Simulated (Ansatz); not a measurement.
Reaction (silylene formation by 1,1-elimination): `C=CC[SiH](F)Cl` → `C=CCCl` + `F[SiH]`

Gas-phase electronic energies from Ansatz, PBE0-D4/def2-TZVP geometries. CCSD(T)/CBS is the MP2 limit (def2-TZVPP, def2-QZVPP) plus CCSD(T) − MP2 in def2-TZVPP, frozen cores. This one scheme is used for every species. Functionals use def2-TZVPP. B3LYP here is the variant with VWN-RPA as its local correlation; programs differ in this. Each species was taken in one conformer, which may not be the lowest.

`C=CC[SiH](F)Cl`:

```xyz
12

C    -0.449    1.240    1.573
C    -0.767    0.694    0.407
C    -0.457   -0.709    0.005
Si    0.993   -0.766   -1.158
F     1.263   -2.274   -1.596
Cl    0.582    0.306   -2.849
H    -0.680    2.275    1.791
H     0.046    0.670    2.354
H    -1.260    1.305   -0.345
H    -1.308   -1.184   -0.494
H    -0.197   -1.322    0.876
H     2.236   -0.234   -0.564
```

`C=CCCl`:

Cartesian coordinates in Å:
```
C 0.093 1.362 -0.393
C -0.432 0.300 0.202
C 0.092 -1.076 0.027
Cl 0.630 -1.764 1.595
H -0.327 2.351 -0.259
H 0.962 1.277 -1.039
H -1.294 0.405 0.855
H 0.950 -1.099 -0.643
H -0.674 -1.757 -0.345
```

`F[SiH]`:

Z-matrix (Å, degrees):
```
Si
F 1 1.612
H 1 1.541 2 96.3
```

```csv
level,ΔE (kJ/mol),difference from CCSD(T)/CBS
PBE-D4,371.6,-8.6
r2SCAN-D4,402.2,22.0
B3LYP-D4,369.3,-10.9
ωB97X-V,386.3,6.1
B2PLYP,369.7,-10.5
PBE,360.9,-19.3
r2SCAN,399.2,19.0
PBE0,380.1,-0.1
B3LYP,352.1,-28.1
HF/def2-TZVPP,365.9,-14.3
MP2/def2-TZVPP,397.5,17.3
CCSD/def2-TZVPP,371.1,-9.1
MP2/def2-QZVPP,401.4,21.2
SCS-MP2/def2-QZVPP,384.3,4.1
MP2/CBS(def2),404.6,24.4
CCSD/CBS(def2),378.2,-2.0
CCSD(T)/CBS,380.2,0
```

Largest T1 diagnostic among the species: 0.015.

The D4 term adds +17.1 kJ/mol with B3LYP and +9.5 kJ/mol with PBE0; it sums over pairs of atoms, weighted by their polarisabilities, and B3LYP, whose exchange is more repulsive, gets the larger term. In def2-TZVPP, CCSD(T) changes the Hartree–Fock value by +7.1 kJ/mol (the triples alone add +1.9 kJ/mol) and MP2 by +31.5 kJ/mol. From PBE to PBE0 (25 % exact exchange), in def2-TZVPP and without D4, ΔE moves by +19.2 kJ/mol.
